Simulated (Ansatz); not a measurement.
Hg₁₀Te₁₀. Total charge 0; singlet. Geometry PBE-D4/def2-SVP.

```xyz
20

Hg   -0.044    4.064    0.999
Hg    3.260    2.001    2.005
Hg    0.775    0.814   -0.655
Hg   -1.886    1.552    2.351
Hg   -3.063    1.265   -0.724
Hg   -1.428    0.378   -3.968
Hg    3.485   -1.635    2.905
Hg    1.863   -2.684   -0.429
Hg   -1.843   -1.965    0.608
Hg   -1.299   -3.006   -3.014
Te    2.335    3.396   -0.158
Te   -2.540    4.218    1.987
Te   -1.335    2.579   -2.339
Te   -4.153   -0.337    1.154
Te    4.510    0.653    3.951
Te    1.692   -0.983   -2.565
Te    2.423   -3.907    1.940
Te    0.177   -0.260    1.992
Te   -1.901   -1.846   -5.398
Te   -1.027   -4.298   -0.642
```

In the def2 sets Hg, Te take a core potential; there is no spin–orbit coupling. Single mean-field runs in def2-SVP, def2-TZVP are fitted with def2-universal-jkfit. Another isomer (singlet) lies 0.12 eV lower at PBE0-D4/def2-TZVP; other spin states weren't run for this one.

Task: Estimate the orbital energies around the gap (eV) in Ansatz with PBE-D4/def2-SVP, r2SCAN-D4/def2-TZVP, B97M-V/def2-TZVP, PBE0-D4/def2-SVP, PBE0-D4/def2-TZVP.

Result: 
```json
{"orbital": "HOMO−5", "PBE-D4/def2-SVP": "-5.70", "r2SCAN-D4/def2-TZVP": "-5.95", "B97M-V/def2-TZVP": "-5.88", "PBE0-D4/def2-SVP": "-6.67", "PBE0-D4/def2-TZVP": "-6.63"}
{"orbital": "HOMO−4", "PBE-D4/def2-SVP": "-5.57", "r2SCAN-D4/def2-TZVP": "-5.81", "B97M-V/def2-TZVP": "-5.75", "PBE0-D4/def2-SVP": "-6.53", "PBE0-D4/def2-TZVP": "-6.48"}
{"orbital": "HOMO−3", "PBE-D4/def2-SVP": "-5.46", "r2SCAN-D4/def2-TZVP": "-5.71", "B97M-V/def2-TZVP": "-5.65", "PBE0-D4/def2-SVP": "-6.43", "PBE0-D4/def2-TZVP": "-6.39"}
{"orbital": "HOMO−2", "PBE-D4/def2-SVP": "-5.32", "r2SCAN-D4/def2-TZVP": "-5.56", "B97M-V/def2-TZVP": "-5.50", "PBE0-D4/def2-SVP": "-6.27", "PBE0-D4/def2-TZVP": "-6.23"}
{"orbital": "HOMO−1", "PBE-D4/def2-SVP": "-5.10", "r2SCAN-D4/def2-TZVP": "-5.33", "B97M-V/def2-TZVP": "-5.27", "PBE0-D4/def2-SVP": "-6.02", "PBE0-D4/def2-TZVP": "-6.00"}
{"orbital": "HOMO", "PBE-D4/def2-SVP": "-5.02", "r2SCAN-D4/def2-TZVP": "-5.23", "B97M-V/def2-TZVP": "-5.20", "PBE0-D4/def2-SVP": "-5.95", "PBE0-D4/def2-TZVP": "-5.89"}
{"orbital": "LUMO", "PBE-D4/def2-SVP": "-3.54", "r2SCAN-D4/def2-TZVP": "-3.48", "B97M-V/def2-TZVP": "-3.32", "PBE0-D4/def2-SVP": "-2.99", "PBE0-D4/def2-TZVP": "-2.90"}
{"orbital": "LUMO+1", "PBE-D4/def2-SVP": "-3.45", "r2SCAN-D4/def2-TZVP": "-3.40", "B97M-V/def2-TZVP": "-3.25", "PBE0-D4/def2-SVP": "-2.92", "PBE0-D4/def2-TZVP": "-2.83"}
{"orbital": "LUMO+2", "PBE-D4/def2-SVP": "-3.35", "r2SCAN-D4/def2-TZVP": "-3.27", "B97M-V/def2-TZVP": "-3.15", "PBE0-D4/def2-SVP": "-2.79", "PBE0-D4/def2-TZVP": "-2.71"}
{"orbital": "LUMO+3", "PBE-D4/def2-SVP": "-3.33", "r2SCAN-D4/def2-TZVP": "-3.24", "B97M-V/def2-TZVP": "-3.07", "PBE0-D4/def2-SVP": "-2.73", "PBE0-D4/def2-TZVP": "-2.64"}
{"orbital": "LUMO+4", "PBE-D4/def2-SVP": "-3.23", "r2SCAN-D4/def2-TZVP": "-3.15", "B97M-V/def2-TZVP": "-3.02", "PBE0-D4/def2-SVP": "-2.66", "PBE0-D4/def2-TZVP": "-2.58"}
{"orbital": "LUMO+5", "PBE-D4/def2-SVP": "-3.16", "r2SCAN-D4/def2-TZVP": "-3.08", "B97M-V/def2-TZVP": "-2.90", "PBE0-D4/def2-SVP": "-2.56", "PBE0-D4/def2-TZVP": "-2.47"}
```
